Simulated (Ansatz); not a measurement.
C2H4SSi can be A, `C#CS[SiH3]`, or B, `C1=CS[SiH2]1`.

Isolated molecules relaxed with PBE0-D4/def2-TZVP in Ansatz; ΔE leaves out vibrations. CBS: MP2 limit from def2 TZ/QZ plus the TZ coupled-cluster correction, frozen cores. DFT in def2-TZVPP.

Task: Which isomer does CCSD(T)/CBS put lower? Give the gap. (Estimate.)

Result: Computed: B, by 110.7 kJ/mol.

Task: Give E(B) − E(A) in kJ/mol with r2SCAN-D4, CCSD(T)/def2-SVP, ωB97M-V, CCSD/def2-TZVPP, HF/def2-TZVPP, B2PLYP, MP2/def2-TZVPP. (An estimate is asked.)

Result: Computed: r2SCAN-D4 -117.8, CCSD(T)/def2-SVP -101.8, ωB97M-V -115.0, CCSD/def2-TZVPP -105.8, HF/def2-TZVPP -91.6, B2PLYP -100.4, MP2/def2-TZVPP -105.9. None reverses the order clearly.

Task: Does the order hold for the free energy at 298.15 K (harmonic terms from PBE0-D4)? (An estimate is asked.)

Result: Computed: Yes: G(B) − G(A) = -93.1 kJ/mol.

Largest T1 diagnostic: 0.013.

In def2-TZVPP, CCSD(T) changes the Hartree–Fock value by −16.3 kJ/mol (the triples alone add −2.0 kJ/mol) and MP2 by −14.4 kJ/mol. At CCSD(T), def2-SVP lies +8.9 kJ/mol from the extrapolated value and def2-TZVPP +2.9 kJ/mol.
